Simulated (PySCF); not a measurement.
**Ionisation energy along the 7-electron series**

Calculated with PySCF 2.14 and a two-component X2C-1e Hamiltonian (Gaussian nucleus, no Breit or QED terms), each ion in its own even-tempered basis scaled to its charge; GMP2 freezes nothing and drops the highest virtual spinors. Values in eV. NIST values: (m) measured, (s) semi-empirical, (t) theoretical.

```csv
ion,configuration,GHF (spin-free),GMP2 (spin-free),GHF (screened spin-orbit),GMP2 (screened spin-orbit),NIST
La⁵⁰⁺,[He] 2s2 2p3,9614.7,9614.5,9443.7,9443.4,9437 ± 4 (t)
Ce⁵¹⁺,[He] 2s2 2p3,9992.4,9992.2,9809.9,9809.6,9803 ± 4 (t)
Pr⁵²⁺,[He] 2s2 2p3,10377.8,10377.6,10183.2,10182.9,10175 ± 4 (t)
```

Between Z = 57 and Z = 59 the GMP2 (screened spin-orbit) value grows as Z to the power 2.19.
